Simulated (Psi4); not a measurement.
F$_{3}$Ga, singlet, geometry from GFN2-xTB (such geometries of metal compounds can be far from the true shape); MN15/pcseg-1 (Psi4).

Input for Psi4:
```
memory 2 GB

molecule {
0 1
Ga    0.00000000    0.00000000    0.00000000
F    -1.46913290   -0.91659287    0.05150673
F     0.00422448    1.59195676   -0.68322965
F     1.46490843   -0.67536388    0.63172292
}

set {
  basis pcseg-1
}

energy('mn15')
print_variables()
```

It wrote (shortened):

```
   => Loading Basis Set <=

    Name: PCSEG-1
    Role: ORBITAL
    Keyword: BASIS

         ---------------------------------------------------------
                                   SCF
               by Justin Turney, Rob Parrish, Andy Simmonett
                          and Daniel G. A. Smith
                              RKS Reference
         ---------------------------------------------------------

  ==> Geometry <==

    Molecular point group: c2v
    Full point group: D1h

    Geometry (in Angstrom), charge = 0, multiplicity = 1:

       Center              X                  Y                   Z               Mass
    ------------   -----------------  -----------------  -----------------  -----------------
         GA           0.000000000000     0.000000000000    -0.000000002078    68.925573500000
         F            0.000000000000    -0.000000000000    -1.732381862532    18.998403162730
         F            0.000000000000    -1.500286701576     0.866190935035    18.998403162730
         F           -0.000000000000     1.500286701576     0.866190935035    18.998403162730

  Running in c2v symmetry.

  Rotational constants: A =      0.19711  B =      0.19711  C =      0.09855 [cm^-1]
  Rotational constants: A =   5909.10333  B =   5909.10331  C =   2954.55166 [MHz]
  Nuclear repulsion =  298.527041432045166

  Charge       = 0
  Multiplicity = 1
  Electrons    = 58
  Nalpha       = 29
  Nbeta        = 29

  ==> Algorithm <==

  SCF Algorithm Type is DF.
  DIIS enabled.
  MOM disabled.
  Fractional occupation disabled.
  Guess Type is SAD.
  Energy threshold   = 1.00e-06
  Density threshold  = 1.00e-06
  Integral threshold = 1.00e-12

  ==> Primary Basis <==

  Basis Set: PCSEG-1
    Blend: PCSEG-1
    Number of shells: 29
    Number of basis functions: 69
    Number of Cartesian functions: 74
    Spherical Harmonics?: true
    Max angular momentum: 2

  ==> DFT Potential <==

   => LibXC <=

    Version 7.1.2
    S. Lehtola, C. Steigemann, M. J. T. Oliveira, and M. A. L. Marques,  SoftwareX 7, 1–5 (2018) (10.1016/j.softx.2017.11.002)

   => Composite Functional: MN15 <=

   MN15 Hybrid Meta-GGA Exchange-Correlation Functional

    H. S. Yu, X. He, S. L. Li, and D. G. Truhlar, Chem. Sci. 7, 5032-5051, 2016

    Deriv               =              1
    GGA                 =           TRUE
    Meta                =           TRUE

    Exchange Hybrid     =           TRUE
    MP2 Hybrid          =          FALSE

   => Exchange Functionals <=

    1.0000   XC_HYB_MGGA_X_MN15

   => Exact (HF) Exchange <=

    0.4400               HF

   => Correlation Functionals <=

    1.0000   XC_MGGA_C_MN15

   => LibXC Density Thresholds  <==

    XC_MGGA_C_MN15:  1.00E-15
    XC_HYB_MGGA_X_MN15:  1.00E-15

   => Molecular Quadrature <=

    Radial Scheme          =       TREUTLER
    Pruning Scheme         =           NONE
    Nuclear Scheme         =       TREUTLER

    Blocking Scheme        =         OCTREE
    BS radius alpha        =              1
    Pruning alpha          =              1
    Radial Points          =             75
    Spherical Points       =            302
    Total Points           =          87364
    Total Blocks           =            730
    Max Points             =            256
    Max Functions          =             67
    Weights Tolerance      =       1.00E-15

   => Loading Basis Set <=

    Name: (PCSEG-1 AUX)
    Role: JKFIT
    Keyword: DF_BASIS_SCF

  ==> Integral Setup <==

  SCF_SUBTYPE=INCORE selected. In-core MEM_DF algorithm will be used.
  Using in-core AOs.

  ==> MemDFJK: Density-Fitted J/K Matrices <==

    J tasked:                   Yes
    K tasked:                   Yes
    wK tasked:                   No
    Algorithm:                 Core
    Schwarz Cutoff:           1E-12
    Mask sparsity (%):       2.5205
    Fitting Condition:        1E-10

   => Auxiliary Basis Set <=

  Basis Set: (PCSEG-1 AUX)
    Blend: DEF2-UNIVERSAL-JKFIT
    Number of shells: 135
    Number of basis functions: 497
    Number of Cartesian functions: 650
    Spherical Harmonics?: true
    Max angular momentum: 5

  Minimum eigenvalue in the overlap matrix is 4.9320866550E-02.
  Reciprocal condition number of the overlap matrix is 1.6493626182E-02.
    Using symmetric orthogonalization.

  ==> Pre-Iterations <==

  SCF Guess: Superposition of Atomic Densities via on-the-fly atomic UHF (no occupation information).

   -------------------------
    Irrep   Nso     Nmo
   -------------------------
     A1        30      30
     A2         7       7
     B1        13      13
     B2        19      19
   -------------------------
    Total      69      69
   -------------------------

  ==> Iterations <==

                           Total Energy        Delta E     RMS |[F,P]|

   @DF-RKS iter SAD: -2220.18747182360221   -2.22019e+03   0.00000e+00
   @DF-RKS iter   1: -2223.95096458036733   -3.76349e+00   2.60081e-02 DIIS/ADIIS
   @DF-RKS iter   2: -2224.27954838466076   -3.28584e-01   1.32595e-02 DIIS/ADIIS
   @DF-RKS iter   3: -2224.35219085031395   -7.26425e-02   5.84865e-03 DIIS/ADIIS
   @DF-RKS iter   4: -2224.36715750837766   -1.49667e-02   1.59135e-03 DIIS/ADIIS
   @DF-RKS iter   5: -2224.36834629174564   -1.18878e-03   1.06291e-04 DIIS/ADIIS
   @DF-RKS iter   6: -2224.36835285697725   -6.56523e-06   1.63500e-05 DIIS
   @DF-RKS iter   7: -2224.36835311976165   -2.62784e-07   1.73644e-06 DIIS
   @DF-RKS iter   8: -2224.36835312373023   -3.96858e-09   4.44971e-07 DIIS
  Energy and wave function converged.

  ==> Post-Iterations <==

   Electrons on quadrature grid:
      Ntotal   =   57.9999437667 ; deviation = -5.623e-05

    Orbital Energies [Eh]
    ---------------------

    Doubly Occupied:

[...]
    Virtual:

[...]
      30A1     2.684942

    Final Occupation by Irrep:
             A1    A2    B1    B2
    DOCC [    14,    2,    5,    8 ]
    NA   [    14,    2,    5,    8 ]
    NB   [    14,    2,    5,    8 ]

  @DF-RKS Final Energy: -2224.36835312373023

   => Energetics <=

    Nuclear Repulsion Energy =            298.5270414320451664
    One-Electron Energy =               -3695.5977259834080542
    Two-Electron Energy =                1233.7866755720899619
    DFT Exchange-Correlation Energy =     -61.0843441444570132
    Empirical Dispersion Energy =           0.0000000000000000
    VV10 Nonlocal Energy =                  0.0000000000000000
    Total Energy =                      -2224.3683531237297757

Computation Completed

Properties will be evaluated at   0.000000,   0.000000,   0.000000 [a0]

Properties computed using the SCF density matrix

 Multipole Moments:

 ------------------------------------------------------------------------------------
     Multipole            Electronic (a.u.)      Nuclear  (a.u.)        Total (a.u.)
 ------------------------------------------------------------------------------------

 L = 1.  Multiply by 2.5417464519 to convert [e a0] to [Debye]
 Dipole X            :          0.0000000            0.0000000            0.0000000
 Dipole Y            :          0.0000000            0.0000000            0.0000000
 Dipole Z            :          0.0001780            0.0000000            0.0001780
 Magnitude           :                                                    0.0001780

 ------------------------------------------------------------------------------------

  Variable Map:
  ----------------------------------------------------------------------------
[...]
  Array Variable Map:
  ----------------------------------------------------------------------------
[...]
[...]
```
